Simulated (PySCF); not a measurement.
## Dipole moment and polarisability of `C=CP1CC=C(F)C1`

C6H8FP.
Atom-mapped SMILES: `[CH2:1]=[CH:2][P:3]1[CH2:4][CH:5]=[C:6]([F:7])[CH2:8]1` (hydrogens: H9, H10 on C1; H11 on C2; H12, H13 on C4; H14 on C5; H15, H16 on C8)

Cartesian coordinates in Å at the GFN2-xTB level; atoms count from 1:
```xyz
16
C6H8FP angstrom
C      2.785   -0.219   -0.496
C      1.474   -0.052   -0.451
P      0.497   -0.397    1.054
C     -0.866   -1.368    0.193
C     -1.782   -0.363   -0.425
C     -1.598    0.880   -0.019
F     -2.343    1.922   -0.442
C     -0.531    1.169    0.984
H      3.335   -0.568    0.363
H      3.364   -0.015   -1.383
H      0.922    0.300   -1.317
H     -0.433   -2.050   -0.543
H     -1.400   -1.977    0.930
H     -2.543   -0.664   -1.126
H      0.083    2.028    0.702
H     -0.971    1.382    1.964
```

Level: B3LYP/def2-SVPD (PySCF), static field, nuclei fixed, core orbitals frozen in the response. The polarisability tensor in these axes (au):

```
x   111.83  -3.27  -1.26
y    -3.27  89.89   2.48
z    -1.26   2.48  80.58
```

**Question.** Diagonalise the tensor; give its mean and Δα, where Δα² is half the sum of the squared differences of the eigenvalues.

**Answer.** Principal values 79.96, 89.96 and 112.39 au; mean 94.10 au = 13.94 Å³ = 15.52 × 10⁻⁴⁰ C²·m²/J; Δα = 28.77 au (31 % of the mean).

**Question.** What is the dipole moment, and where does it point?

**Answer.** (0.61, -0.88, -0.35) D, 1.13 D in size, pointing from the negative to the positive side. Measured along this direction, the outermost atoms are F7 at the negative end and H10 at the positive end.

**Question.** Sum over states: ᾱ = Σ f/ω², ω in Eh. What share falls to these 8 lowest TDDFT singlets (eV, f)? 5.14, 0.0030; 5.50, 0.0006; 5.99, 0.0017; 6.40, 0.0029; 6.48, 0.0180; 6.56, 0.0115; 6.71, 0.0055; 6.75, 0.0096.

**Answer.** They add up to 0.95 au, 1.0 % of the 94.10 au; the largest single term is 0.32 au, from the state at 6.48 eV. Terms in order: 0.08, 0.01, 0.04, 0.05, 0.32, 0.20, 0.09, 0.16 au. Higher excitations give the rest. The strengths listed sum to 0.053.

**Question.** What depolarisation ratio follows for Rayleigh scattering of linearly polarised light, taking the static tensor?

**Answer.** ρ = 3Δα²/(45ᾱ² + 4Δα²) = 2482.8/(398500 + 3310.4) = 0.00618.

**Question.** What are the principal values of the traceless quadrupole moment, Θ = ½Σq(3rr − r²1), about the centre of nuclear charge?

**Answer.** -9.68, 3.57, 6.10 D·Å. The values depend on the origin, since the dipole doesn't vanish. The electronic extent ⟨r²⟩ about the same centre is 1177 bohr², a root-mean-square distance of 2.20 Å for the 68 electrons.

**Question.** Estimate the molar refractivity from the static electronic polarisability.

**Answer.** Lorentz–Lorenz: R = (4π/3)N_A α = 2.5225 cm³/(mol·Å³) × 13.94 Å³ = 35.2 cm³/mol, in the limit of long wavelengths.

The structure is a single GFN2-xTB conformer in the gas phase; no vibrational or solvent corrections.

These values come from a run that also computed excited states. The run took 42 s wall on an Intel Xeon 6975P-C with one thread, no GPU, shared host with 192 logical CPUs at a one-minute load of 121, and the process peaked at 1.0 GiB of memory.
